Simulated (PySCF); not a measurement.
Re(O)3(OH) (HO₄Re), SMILES [O]=[Re](=[O])(=[O])[OH], multiplicity 1.

The structure is a stationary point at PBE-D3(BJ)/def2-SVP. A frequency run showed that this geometry is not a minimum. The multiplicity is an assumed one; no other spin state was optimised. The isomer is the one that the SMILES or the coordinates give; other isomers of the formula were not compared. The def2 effective core potentials stand for the cores of Re; spin–orbit coupling is left out. Other conformers were not sampled.

Level of theory: PBE-D3(BJ)/def2-SVP run with PySCF.

Frequencies are harmonic and unscaled.

Modes within 1.5 cm⁻¹ of each other (mostly degenerate sets) share a row, with their intensities summed.

Computed harmonic wavenumbers and intensities:
```tsv
mode	ν (cm⁻¹)	IR (km/mol)	moving atoms (share of kinetic energy)
1–2	456i	365.4	H 85 %, O 15 %
3–4	237	0.0	O 81 %, Re 10 %, H 9 %
5	315	8.3	O 87 %, Re 13 %
6–7	340	6.6	O 95 %
8	792	104.5	O 84 %, Re 10 %
9–10	968	262.0	O 89 %, Re 11 %
11	995	26.7	O 97 %
12	3871	520.2	H 94 %
```
